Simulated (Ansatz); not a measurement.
`[F][ZnH]` + `C[SiH2]O` → `C[SiH2][O][ZnH]` + H–F at 500 K and 1 bar (ligand exchange at a Zn–F bond).

Isolated molecules relaxed with PBE0-D4/def2-TZVP in Ansatz; ΔE leaves out vibrations. CCSD(T)/CBS is the MP2 limit (def2-TZVPP, def2-QZVPP) plus CCSD(T) − MP2 in def2-TZVPP, frozen cores. This one scheme is used for every species. For Zn outer-core shells are correlated without core-valence functions, which leaves a few kJ/mol of doubt a bond. Scalar relativity is left out up to krypton. One conformer a species, not always the lowest.

```
          species  CCSD(T)/CBS energy (Eh)  H − E (kJ/mol)  S (J/(mol·K))
       `[F][ZnH]`              -1878.79355            41.6          257.8
       `C[SiH2]O`               -405.96945           214.0          347.9
`C[SiH2][O][ZnH]`              -2184.36423           215.3          425.1
              H–F               -100.39570            39.4          188.7
```

H − E and S are ideal-gas, rigid-rotor, harmonic terms from PBE0-D4/def2-TZVP, for one conformer and one mirror image of each species. 1 Eh = 2625.50 kJ/mol, R = 8.31446 J/(mol·K).

**Question.** By hand: ΔE, ΔH, ΔS and ΔG.

**Answer.** ΔE = (-2184.36423) + (-100.39570) − (-1878.79355) − (-405.96945) = 0.00307 Eh = 8.1 kJ/mol. Δ(H − E) = 215.3 + 39.4 − 41.6 − 214.0 = -0.9, so ΔH = 7.2 kJ/mol. ΔS = 425.1 + 188.7 − 257.8 − 347.9 = 8.1 J/(mol·K). ΔG = 7.2 − 500 × (8.1)/1000 = 3.2 kJ/mol.

**Question.** By hand: the equilibrium constant, and the temperature at which ΔG would vanish if ΔH and ΔS stayed fixed.

**Answer.** log₁₀ K = −ΔG/(RT ln 10) = -0.3. ΔG = 0 at ΔH/ΔS = 889 K, though so small a ΔH makes that figure unsure.

TΔS isn't small against ΔH here. The sign of ΔG lies within the doubt. A doubt of 5 kJ/mol in ΔE shifts log₁₀ K by 0.5 here. Other conformers and mirror images would add mixing entropy, several J/(mol·K) or more a flexible species. Modes under 60 cm⁻¹, often nearly free rotors, make the harmonic entropy too high. These are equilibria of isolated gas molecules and say nothing of rates. Largest T1 diagnostic: 0.018 (customary marks: 0.02 for closed shells, 0.045 for open ones).
